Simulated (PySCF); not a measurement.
`FC1=C[SiH2]C=C1F`. Theory: PBE0-D3(BJ)/def2-SVP geometry optimisation, gas phase (PySCF 2.14.0).

```
atom  x, y, z in Å
F1     2.5092   -0.6433   -0.3515
C2     1.2227   -0.4179   -0.1481
C3     0.3227   -1.3006    0.3079
Si4   -1.2947   -0.3635    0.3956
C5    -0.5527    1.2230   -0.2617
C6     0.7452    0.9543   -0.4609
F7     1.6558    1.7972   -0.9148
H8     0.5888   -2.3252    0.5680
H9    -2.3703   -0.9272   -0.4713
H10   -1.8106   -0.2310    1.7902
H11   -0.9829    2.2031   -0.4679
```

How far are the heavy atoms from their best plane (unweighted least squares)?

0.006 Å rms; none is more than 0.010 Å off.

Which two atoms are farthest apart?

H8···H11, 4.90 Å; the next longest distance is 4.89 Å.

What is the repulsion energy of the bare nuclei, Σ ZA·ZB/RAB?

349.91 Eh over 55 pairs, with full nuclear charges and distances in bohr; the largest single term is 23.76 Eh (Si4 with C5, or a pair equal to it).

Where is the centre of mass (commonest isotopes), and what is the radius of gyration?

Mass 118.005 u; centre at (0.501, 0.135, -0.155) Å; Rg = √(Σ m r²/M) = 1.819 Å. As Ia + Ib + Ic = 2 Σ m r², the three principal moments sum to 781.2 u·Å².

Write the matrix of distances between heavy atoms (Å, lower triangle).

```
F1    0.000
C2    1.322  0.000
C3    2.376  1.341  0.000
Si4   3.887  2.576  1.871  0.000
C5    3.587  2.420  2.731  1.871  0.000
C6    2.382  1.486  2.420  2.575  1.340  0.000
F7    2.646  2.384  3.587  3.885  2.374  1.321  0.000
```

The point group is C2v within 0.08 Å; differences among equivalent distances and angles are scatter left by the optimiser. No PBE0-D3(BJ)/def2-SVP frequencies stand behind this structure, so it isn't proved a minimum.

On Arm Neoverse V1, one thread, no GPU, on a shared host, this took 57 s and 0.51 GiB of memory at its peak. That covers the optimisation of the geometry.
